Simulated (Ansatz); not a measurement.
Pulling on the Cd1–F2 bond in CdFI (SMILES [F][Cd][I]) (multiplicity 1 held, fragments rigid). Energies count from the point at 1.953 Å.
Geometry at that point (charge 0, multiplicity 1):
```xyz
3

Cd     0.00000     0.00000    -1.08527
F      0.00000     0.00000    -3.03872
I      0.00000     0.00000     1.49889
```

U- levels take the lowest unrestricted solution at each point, which mixes spins at long bonds. Active spaces are followed from a long bond inwards. Curves can end on different states.

Correlated levels freeze the cores. Filled d and f shells under p-block atoms count as core.

Codes used: Ansatz (Gaussian orbitals).  In def2 rows elements past Kr take small-core potentials, without spin–orbit coupling.

Q: What energy at R = 6.251 Å does U-CCSD(T)/def2-TZVPP give?

A: 99.1 kcal/mol

Q: What energy at R = 6.251 Å does U-r2SCAN/def2-TZVPP give?

A: 95.4 kcal/mol

Q: Give the energy at R = 6.251 Å at the level FIC-MRCISD+Q on CASSCF(6,4)/def2-TZVPP.

A: 98.2 kcal/mol

Doubts at one or more of the structures used: a spin-contaminated determinant (U-r2SCAN/def2-TZVPP, U-CCSD(T)/def2-TZVPP); active orbitals that take no part (FIC-MRCISD+Q on CASSCF(6,4)/def2-TZVPP).

Ansatz is a quantum-chemistry and plane-wave program.
